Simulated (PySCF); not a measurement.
# Nuclear quadrupole coupling in `F[C@@H]1C[SiH2][Si@@](F)(N[SiH3])C1`

Compound: C3H11F2NSi3.
Structure used (GFN2-xTB), in Å, numbered top down from 1:
```xyz
20
C3H11F2NSi3 angstrom
F     -1.339    1.184   -2.514
C     -0.892    0.482   -1.397
C     -2.021   -0.404   -0.882
Si    -1.465   -1.243    0.749
Si     0.025    0.452    1.212
F     -0.277    1.354    2.530
N      1.722    0.160    1.346
Si     2.809   -0.587    0.216
C     -0.393    1.465   -0.348
H     -0.061   -0.135   -1.765
H     -2.892    0.232   -0.706
H     -2.305   -1.111   -1.662
H     -0.894   -2.565    0.456
H     -2.639   -1.458    1.603
H      2.088    0.300    2.273
H      2.560    0.008   -1.095
H      2.558   -2.033    0.156
H      4.154   -0.299    0.711
H     -1.191    2.180   -0.141
H      0.448    2.030   -0.747
```

Field gradients from the PBE0/pcSseg-1 density (PySCF, non-relativistic), principal values in atomic units, ordered |Vxx| ≤ |Vyy| ≤ |Vzz|:

| atom | Vxx | Vyy | Vzz |
| --- | --- | --- | --- |
| N7 | 0.2220 | 0.5508 | -0.7728 |

Find the asymmetry η = (Vxx − Vyy)/Vzz and the couplings χ = eQV/h (234.96 MHz × Q in barn × V in au), with Q(14N) = 0.02044 b.

```tsv
atom	environment	nucleus	η	χzz (MHz)	χxx (MHz)	χyy (MHz)
N7	nitrogen bridging silicon atoms	14N	0.43	-3.712	1.066	2.645
```

What is Vzz at N7 in SI units (1 au = 9.71736 × 10²¹ V/m²)?

-0.7728 au = -7.510 × 10²¹ V/m².

And the gradient at the other heavy atoms, for which no coupling is worked out here?

| atom | environment | Vzz (au) | η |
| --- | --- | --- | --- |
| F1 | alkyl fluorine | 3.000 | 0.01 |
| C2 | sp3 C–F carbon | 0.524 | 0.10 |
| C3 | sp3 carbon bound to silicon | 0.070 | 0.34 |
| Si4 | SiH2 silicon | 0.194 | 0.76 |
| Si5 | fluorine-bound silicon | 0.665 | 0.14 |
| F6 | silicon-bound fluorine | 1.298 | 0.03 |
| Si8 | SiH3 silicon | 0.374 | 0.08 |
| C9 | sp3 carbon bound to silicon | 0.087 | 0.92 |

Were the hydrogens deuterons (Q(2H) = 0.00286 b), χzz would run from 105 kHz (H17) to 291 kHz (H15).

Geometry: GFN2-xTB, one conformer, isolated molecule. GFN2-xTB bond lengths can be off by several hundredths of an ångström, more for odd bonds, and the gradients follow them. The small basis limits the accuracy of the gradients.
